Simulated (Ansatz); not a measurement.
The cluster RuF₃. Total charge 0; doublet. Geometry PBE0-D4/def2-TZVP; atoms count from 1.

```xyz
4

Ru   -0.0213   -0.1449    0.0815
F     0.3739    0.2245   -1.6590
F    -0.0994    1.6046    0.5869
F    -0.2532   -1.6842    0.9906
```

In the def2 sets Ru takes a core potential; there is no spin–orbit coupling. The charge 0 doublet is spin-contaminated (final ⟨S²⟩ up to 1.40, 0.75 for a pure state). Another isomer (quartet) lies 0.69 eV lower at PBE0-D4/def2-TZVP; other spin states weren't run for this one.

Question: Estimate the Mulliken populations from the PBE0/def2-TZVP orbitals of Ansatz.

Answer: 
| atom | charge (e) | spin (α − β) | d electrons |
| --- | --- | --- | --- |
| Ru1 | 1.34 | 1.00 | 6.20 |
| F2 | -0.44 | -0.01 | – |
| F3 | -0.44 | -0.01 | – |
| F4 | -0.46 | 0.02 | – |
Mulliken values depend strongly on the basis.

Question: Where does the spin sit?

Answer: Summed by element: Ru 1.00, F 0.00, of 1 unpaired in all. Largest on single atoms: Ru1 1.00, F4 0.02, F3 -0.01.

Question: And the Mayer bond orders between heavy atoms (over 0.3)?

Answer: Ru1–F2 0.83 (1.82 Å); Ru1–F3 0.83 (1.82 Å); Ru1–F4 0.81 (1.80 Å).
